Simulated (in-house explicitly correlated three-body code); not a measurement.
Computed with an exponentially correlated three-body code. Model: two electrons around a point charge, non-relativistic, variational in 260 exponentially correlated functions (energies converged to about 1e-7 hartree, or 1e-8 relative for large Z).

Command:
```bash
python run_hyl.py task.json out
```
Settings (lengths in bohr, energies in hartree):
```
Z                      5
screening              0.25
interaction_strength   1
functions              260
states_tried           13
```

Cost of the run: 37 s on 1 thread of Intel(R) Xeon(R) 6975P-C (Granite Rapids) (shared host).

**Those bound S and P states to n = 4 that converged, binding against the one-electron ion.**

Given: nuclear charge 5; Yukawa screening of all interactions 0.25 1/bohr.

Computed: one-electron threshold -11.2954107 hartree.

```
term  energy (hartree)  binding (eV)
1 1S       -19.8645713        233.18
2 3S                 ?             ?
2 1S       -12.5333781        33.687
2 3P       -12.5025291        32.847
2 1P       -12.4147933         30.46
3 3S       -11.5618405        7.2499
3 1S       -11.5317989        6.4325
3 3P       -11.5125606         5.909
3 1P       -11.4937564        5.3973
4 3S                 ?             ?
4 3P       -11.3041537       0.23791
```

Q: What belongs in the row 2 3S?

A: energy (hartree): -12.6792003; binding (eV): 37.655.

Q: What belongs in the row 4 3S?

A: energy (hartree): -11.3178032; binding (eV): 0.60933.

**Converged states only, values per electron or pair (inverse distances are <exp(-kr)/r>).**

```tsv
term	mean r (bohr)	mean r squared (bohr²)	mean inverse r (1/bohr)	mean r12 (bohr)	mean inverse r12 (1/bohr)	mean cosine	mean p1 dot p2 (bohr⁻²)	delta r1 (bohr⁻³)	delta r12 (bohr⁻³)
1 1S	0.32539	0.1428	4.4387	0.48371	2.5727	-0.026338	0.54833	34.633	3.2935
2 3S	0.8469	1.1943	2.7846	1.4397	0.61184	-0.0079324	0.03488	21.419	-
2 1S	0.89729	1.366	2.7622	1.5281	0.69719	-0.01075	0.042652	21.237	0.46876
2 3P	0.77217	0.99695	2.7638	1.3058	0.72983	-0.061975	-1.1798	19.603	-
2 1P	0.81007	1.1105	2.7472	1.347	0.75409	0.029516	1.0619	19.871	0.1003
3 3S	1.9477	7.432	2.4902	3.6117	0.18665	-0.0019426	0.0076949	20.173	-
3 1S	2.0487	8.2872	2.4838	3.811	0.20091	-0.0025883	0.0097419	20.137	0.10499
3 3P	?	?	?	?	?	?	?	?	-
3 1P	?	?	?	?	?	?	?	?	?
4 3S	4.6902	47.232	2.3979	9.0859	0.037883	-0.00035345	0.0013635	19.886	-
4 3P	5.3665	64.153	2.3921	10.438	0.032476	-0.0016658	-0.030274	19.818	-
```

Q: What belongs in the row 3 3P?

A: mean r (bohr): 1.9397; mean r squared (bohr²): 7.4825; mean inverse r (1/bohr): 2.4825; mean r12 (bohr): 3.5981; mean inverse r12 (1/bohr): 0.20412; mean cosine: -0.012007; mean p1 dot p2 (bohr⁻²): -0.22011; delta r1 (bohr⁻³): 19.781.

Q: What belongs in the row 3 1P?

A: mean r (bohr): 2.0165; mean r squared (bohr²): 8.1275; mean inverse r (1/bohr): 2.4777; mean r12 (bohr): 3.7452; mean inverse r12 (1/bohr): 0.20765; mean cosine: 0.0057251; mean p1 dot p2 (bohr⁻²): 0.21535; delta r1 (bohr⁻³): 19.831; delta r12 (bohr⁻³): 0.024279.

**Electric-dipole lines between converged S and P states, rate of the upper state's decay.**

```csv
s state,p state,p minus s (eV),oscillator strength from s,rate (1/s)
1 1S,2 1P,202.72,0.57119,3.3952e+11
1 1S,3 1P,227.78,0.098014,7.3555e+10
2 1S,2 1P,3.2269,0.14542,2.1901e+07
2 1S,3 1P,28.29,0.24506,2.8367e+09
3 1S,2 1P,-24.028,-0.06358,1.5927e+09
3 1S,3 1P,1.0352,0.35555,5.511e+06
2 3S,2 3P,4.8075,0.19233,6.4294e+07
2 3S,3 3P,31.746,0.21391,3.1182e+09
2 3S,4 3P,?,?,?
3 3S,2 3P,-25.597,-0.071215,2.0248e+09
3 3S,3 3P,1.341,0.41891,1.0896e+07
3 3S,4 3P,?,?,?
4 3S,2 3P,-32.238,-0.0078045,3.5196e+08
4 3S,3 3P,-5.2996,-0.12544,1.5287e+08
4 3S,4 3P,0.37142,0.81691,1.63e+06
```

Q: What belongs in the row 2 3S 4 3P?

A: p minus s (eV): 37.417; oscillator strength from s: 0.023981; rate (1/s): 4.8561e+08.

Q: What belongs in the row 3 3S 4 3P?

A: p minus s (eV): 7.012; oscillator strength from s: 0.083604; rate (1/s): 5.9457e+07.

**Static dipole response.**

```json
{"state": "1 1S", "polarisability (bohr³)": "0.019908"}
{"state": "2 3S", "polarisability (bohr³)": "6.4423"}
```
